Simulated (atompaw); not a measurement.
**Pseudopotential generation for S (Z = 16): PAW (atompaw), PBE, scalar-relativistic.**

The input file (atompaw 4.2.0.5):

```
S 16
GGA-PBE scalarrelativistic loggrid 1500 logderivrange -3 5 201
3 3 0 0 0 0
3 1 4
0 0 0
c
c
v
c
v
1
1.75 1.50 1.50 1.55
y
0.15
n
y
3.4
n
modrrkj vanderbiltortho besselshape
2 0 troulliermartins
1.20
1.20
1.75
1.75
PWSCFOUT
UPFDX 0.0125d0 UPFXMIN -7.d0 UPFZMESH 16.d0
END
```

Command:

```bash
atompaw < S.input > S.log
```

Resulting log (summary file):

```
[... start of the log left out ...]
   3  1      4.0000000E+00 -5.1513328E-01

 Total energy
   Total                    :     -798.09183645725636
   Valence                  :      -65.99045122913230

 PAW parameters:
       lmax =            1
         rc =    1.7514002470424785
        irc =         1022
   rc_shape =    1.5045214282616985
    rc_vloc =    1.5045214282616985
    rc_core =    1.5534262656264226
   Vloc: Norm-conserving Troullier-Martins with l= 2;e=   0.0000E+00
   Projector type: modified RKKJ projectors + Vanderbilt ortho.
   Bessel compensation charge shape zeroed at   1.5045E+00

 Number of basis functions     4
 No.   n  nodes  l      Energy         Cp coeff         Occ
  1    3    2    0   -0.1268327E+01 -0.8481730E+00  0.2000000E+01
  2  999    3    0    0.1500000E+00  0.2041937E+01  0.0000000E+00
  3    3    1    1   -0.5151333E+00 -0.8309117E+02  0.4000000E+01
  4  999    2    1    0.3400000E+01 -0.2660962E+00  0.0000000E+00

 Eigenvalues of overlap operator (in the basis of projectors):
    1       -4.34104651E+00
    2        2.24983100E-02
    3        3.52547321E+00
    4        2.43411012E+02

The overlap operator has at least one negative eigenvalue!
It might be not positive definite...
Program is stopping.
This probably means that your projectors are too similar
or that your PAW basis is incomplete.
Advice: try to change your input parameters (f.i. : reference energies).
```

The run stopped because the overlap operator built from these waves and projectors is not positive definite.

The run took about 0.63 s on one core of a shared server CPU.
